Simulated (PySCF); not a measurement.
H5P. Atoms are numbered in the order given.

```xyz
6

P      0.0000     0.0000     0.0000
H      0.0000     0.0000     1.4812
H      0.0000     0.0000    -1.4812
H      1.4274     0.0000     0.0000
H     -0.7137     1.2362     0.0000
H     -0.7137    -1.2362     0.0000
```

The structure is a stationary point at PBE0-D3(BJ)/def2-TZVPD.

Method: PySCF with PBE0-D3(BJ)/def2-TZVPD.

Frequencies are harmonic and unscaled.

Modes within 1.5 cm⁻¹ of each other (mostly degenerate sets) share a row, with their intensities summed.

Computed harmonic wavenumbers and intensities:
```csv
mode,ν (cm⁻¹),IR (km/mol),moving atoms (share of kinetic energy)
1–2,503,10.9,H 98 %
3,1167,194.0,"H 91 %, P 9 %"
4–5,1242,257.0,"H 92 %, P 8 %"
6–7,1440,0.0,H 100 %
8,1876,0.0,H 100 %
9,1970,878.2,H 95 %
10,2312,0.0,H 100 %
11–12,2324,165.4,H 96 %
```
